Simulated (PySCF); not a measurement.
**Correlation energy of V (vanadium, neutral)**

[Ar] 3d3 4s1 4p1, one real determinant (an excited configuration). Calculation: PySCF 2.14, in aug-cc-pVDZ-DK; the spin-free X2C one-electron Hamiltonian (Gaussian nucleus). Frozen: [Ar]; 5 electrons correlated.

```
  level  correlation energy (mhartree)
   CCSD                         -33.58
    (T)                          -0.68
CCSD(T)                         -34.26
```

Diagnostics: T1 = 0.013, D1 = 0.0297, largest double amplitude 0.045.

Q: Is a single reference adequate?

A: Yes: T1 lies below 0.03 and no double amplitude reaches 0.07.

The reference is one real determinant that mixes LS terms of this configuration.
